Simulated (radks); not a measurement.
Initial-state core-level shifts of the hafnium ion Hf+ when its valence configuration changes from [Xe] 4f14 5d1 6s2. Calculated with a radial shooting solver on a logarithmic mesh with Libxc functionals: scalar-relativistic Kohn-Sham, BLYP, spin-polarised, spherical densities, finite nucleus; open shells are filled with parallel spins first (spin-orbit coupling, left out, can overturn this in heavy ions); Fermi nuclear charge, rms radius 5.347 fm. Shifts are changes of the shell-averaged eigenvalues in eV (positive: less bound); the change of the density at the nucleus, which sets a Mossbauer isomer shift, is in e/bohr^3, on a base of 1.283e+06.

valence                2s       3d       4s      5p  density at nucleus
4f13 5d2 6s2       -9.252  -10.236   -9.691  -3.364               +69.8
4f14 5d1 6p2       -2.766   -2.758   -2.769  -2.685              -146.9
4f14 6s2 6p1       -4.222   -4.167   -4.159  -3.900               +26.8
4f14 5d3           +4.560   +4.507   +4.501  +4.282              -155.6
4f13.5 5d1.5 6s2   -4.544   -5.015   -4.773  -1.707               +34.3
4f13 5d1 6s2 6p1  -13.707  -14.638  -14.071  -7.399               +99.0
4f13 5d2 6p2      -11.957  -12.940  -12.404  -5.979               -87.9
4f14 5d1 6s1 6p1   -1.350   -1.346   -1.352  -1.308               -69.3
4f14 5d2 6s1       +2.496   +2.463   +2.458  +2.328               -81.0
